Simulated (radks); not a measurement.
Spherical quantum dot in the effective-mass picture: electrons in a parabolic well V = omega^2 r^2 / 2 with omega = 0.942, all in effective atomic units (hartree* = m*/eps^2 hartree, bohr* = eps/m* bohr), one dielectric constant everywhere. Method: non-relativistic Kohn-Sham, LDA (Slater exchange, Perdew-Wang correlation), spin-polarised, spherical densities; computed with a radial shooting solver with Libxc functionals. Levels are named by radial order and angular momentum (1s, 1p, 1d, 2s, ...), and open shells are averaged over m.

N = 12, configuration 1s2 1p6 1d(up 4, down 0). This is the lowest configuration that the search found. Occupied and some empty levels:

| level | occupation | eigenvalue (hartree*) | <r> (bohr*) |
|---|---|---|---|
| 1s up | 1 | 6.9533 | 1.585 |
| 1s down | 1 | 7.0120 | 1.556 |
| 1p up | 3 | 7.4671 | 1.981 |
| 1p down | 3 | 7.5440 | 1.970 |
| 1d up | 4 | 8.0495 | 2.267 |
| 1d down | 0 | 8.1320 | 2.269 |
| 2s up | 0 | 8.1803 | 1.988 |
| 2s down | 0 | 8.2336 | 2.006 |
| 1f up | 0 | 8.6882 | 2.501 |
| 1f down | 0 | 8.7693 | 2.510 |
| 2p up | 0 | 8.8693 | 2.264 |
| 2p down | 0 | 8.9226 | 2.273 |

Energy (hartree*): total 60.5290, kinetic 9.7727, external 23.555, Hartree 32.219, exchange-correlation -5.0178.
